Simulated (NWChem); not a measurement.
Molecule: GeHOBr, singlet; SMILES [OH][Ge][Br]

```xyz
4

Ge     0.4127     0.9824     0.0000
Br    -0.0456    -1.3211     0.0000
O     -1.2824     1.5376     0.0000
H     -1.3525     2.5015     0.0000
```
Atoms are numbered in this order, from 1.

Results from NWChem. Low-valent species are run as closed-shell singlets; no triplet was tried in these runs. Structure relaxed at the PBE0/def2-SVP level. Ions are spin-unrestricted doublets at the neutral geometry. Hybrids' shares of exact exchange are those that their runs print; pure functionals count as 0. The functionals differ in more than this share.

| row | share of exact exchange | ΔSCF ionisation energy minus −ε(HOMO) (eV) |
|---|---|---|
| PBE/def2-SVP | 0.00 | 3.20 |
| B3LYP/def2-SVP | 0.20 | 2.49 |
| M06-2X/def2-SVP | 0.54 | withheld |
| Hartree-Fock/def2-SVP | 1.00 | -0.82 |

Q: Fit a straight line of the last column on the one before it, predict the withheld value, and compare with the run.

A: 
1. Means of the 3 shown rows: x = 0.400, y = 1.623. Slope Σ(x − x̄)(y − ȳ)/Σ(x − x̄)² = -2.270/0.5600 = -4.054; intercept 3.245.
2. The shown rows scatter about the line by 0.042 (root mean square); the largest residual is +0.06, at B3LYP/def2-SVP.
3. At x = 0.54 (M06-2X/def2-SVP; inside the shown range) the line gives 1.06.
4. The run gives 1.17, +0.11 from the line, 2.6 times the scatter. The line crosses zero at a share of 0.80.
